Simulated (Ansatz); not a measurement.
Basis-set series for C2H6SiTe, SMILES `[TeH][SiH]1CC1`. Total charge 0; spin multiplicity 1. Te: def2 effective core potential. The geometry is a stationary point of PBE0-D4/def2-TZVP.

```
functional       basis  functions  energy (Eh)  HOMO (eV)  LUMO (eV)
   PBE0-D4    def2-SVP        102   -636.95929      -6.44      -0.58
   PBE0-D4  def2-TZVPP        238   -637.15986      -6.51      -0.73
   ωB97M-V    def2-SVP        102   -637.05381      -8.50       1.33
   ωB97M-V  def2-TZVPP        238   -637.26105      -8.60       1.06
```

(1) Give the rows for def2-QZVPP. (Estimate.)

Answers

(1) Computed: 
| functional | basis | functions | energy (Eh) | HOMO (eV) | LUMO (eV) |
| --- | --- | --- | --- | --- | --- |
| PBE0-D4 | def2-QZVPP | 446 | -637.17586 | -6.53 | -0.79 |
| ωB97M-V | def2-QZVPP | 446 | -637.27639 | -8.62 | 0.91 |

Positive LUMOs are unbound and depend on the basis.
